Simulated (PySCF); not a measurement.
Compound: [AgF4]2- (charge -2 and doublet state).
Bonds: Ag1–F2, Ag1–F3, Ag1–F4, Ag1–F5.

Method used: PySCF, PBE0-D3(BJ)/def2-SVP geometry optimisation, gas phase, def2 core potentials past Kr.

Q: How far are the bound atoms from Ag1?

A: 4 atoms: F4 2.074 Å, F5 2.074 Å, F2 2.074 Å, F3 2.074 Å.

Q: List the angles at Ag1.

A: 
```json
{"angle": "F2–Ag1–F4", "degrees": "179.1", "distance of the outer atoms (Å)": "4.15"}
{"angle": "F3–Ag1–F5", "degrees": "178.8", "distance of the outer atoms (Å)": "4.15"}
{"angle": "F2–Ag1–F3", "degrees": "90.0", "distance of the outer atoms (Å)": "2.93"}
{"angle": "F2–Ag1–F5", "degrees": "90.0", "distance of the outer atoms (Å)": "2.93"}
{"angle": "F3–Ag1–F4", "degrees": "90.0", "distance of the outer atoms (Å)": "2.93"}
{"angle": "F4–Ag1–F5", "degrees": "90.0", "distance of the outer atoms (Å)": "2.93"}
```

Q: What is the shape at Ag1?

A: Square planar: angles from 90.0° to 179.1°; τ4 = (360° − α − β)/141° = 0.02 with α and β the two widest (0 for a square, 1 for a tetrahedron).

Charge -2, doublet. ⟨S²⟩ = 0.754 (exact for a doublet: 0.75). Whether so highly charged an anion holds all its electrons in the gas phase wasn't checked; a finite basis holds them in any case. The ion is multiply charged and computed without counter-ions or solvent. Not checked by PBE0-D3(BJ)/def2-SVP frequencies.

Hardware: an Arm Neoverse V1 with one thread, on a shared host. Cost: 56 s wall. That covers the optimisation of the geometry.

For an open-shell metal species like this, the optimisation's SCF solution wasn't tested for stability and no frequencies at its level were run, so a lower state or another shape may exist.
